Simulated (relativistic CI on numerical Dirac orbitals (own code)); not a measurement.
Hf3+: N6,7 absorption edge

Computed with this model: Dirac-Coulomb-Breit CI, KLI orbitals optimised for each configuration, a model potential for QED, valence Slater integrals scaled by 0.7, multiplet model of core-to-valence dipole absorption; configurations [Xe] 4f14 5d → [Xe] 4f13 5d2; 10 K; Lorentzian 0.18 eV and Gaussian 0.3 eV FWHM. Energies are those of the free ion, without screening or charge transfer. The branching ratio is the share of the lower-energy edge in the whole absorption, uncertain by about 0.02 where the edges overlap. S is read from ⟨S²⟩ = S(S + 1).

Field parameters in Wybourne normalisation: D3d B²₀ = −7Dσ, B⁴₀ = −14Dq − 21Dτ, B⁴₃ = −14√(10/7) Dq. The field is a parameter set, without covalency.

free ion: ground-state S = 0.50, centroid 18.13 eV. Peaks (eV, height): 16.4 (16), 18.4 (100).

D3d, 10Dq = 25100, Dσ = -1200, Dτ = 290 cm⁻¹: ground-state S = 0.50, centroid 18.34 eV. Peaks (eV, height): 14.5 (18), 15.2 (28), 16.4 (61), 18.0 (63), 18.6 (49), 19.8 (100), 20.3 (63).

D3d, 10Dq = 25100, Dσ = -510, Dτ = 290 cm⁻¹: ground-state S = 0.50, centroid 18.34 eV. Peaks (eV, height): 14.4 (17), 15.2 (30), 16.4 (70), 17.9 (58), 18.6 (58), 19.7 (100), 20.3 (80).

D3d, 10Dq = 25100, Dσ = -170, Dτ = 290 cm⁻¹: ground-state S = 0.50, centroid 18.36 eV. Peaks (eV, height): 14.5 (16), 15.2 (28), 16.4 (67), 18.0 (58), 18.5 (55), 19.7 (100), 20.3 (73).

D3d, 10Dq = 25100, Dσ = 170, Dτ = 290 cm⁻¹: ground-state S = 0.50, centroid 18.37 eV. Peaks (eV, height): 14.6 (15), 15.2 (26), 16.5 (65), 18.0 (58), 19.7 (100), 20.3 (66).

D3d, 10Dq = 25100, Dσ = 860, Dτ = 290 cm⁻¹: ground-state S = 0.50, centroid 18.40 eV. Peaks (eV, height): 15.2 (23), 16.6 (60), 18.2 (62), 19.8 (100).

Strongest unbroadened transitions for D3d, 10Dq = 25100, Dσ = -510, Dτ = 290 cm⁻¹:

```
Energy (eV)  Relative strength
      15.23               29.2
      16.09               17.9
      16.36               28.4
      16.46               77.6
      17.78               30.1
      17.91               22.6
      17.93               26.8
      17.97               18.8
      18.22               21.1
      18.42               17.5
      19.42               18.7
      19.47               35.0
      19.67               17.1
      19.68               21.5
      19.75              100.0
      20.00               53.9
      20.26               46.8
      20.29               34.5
```
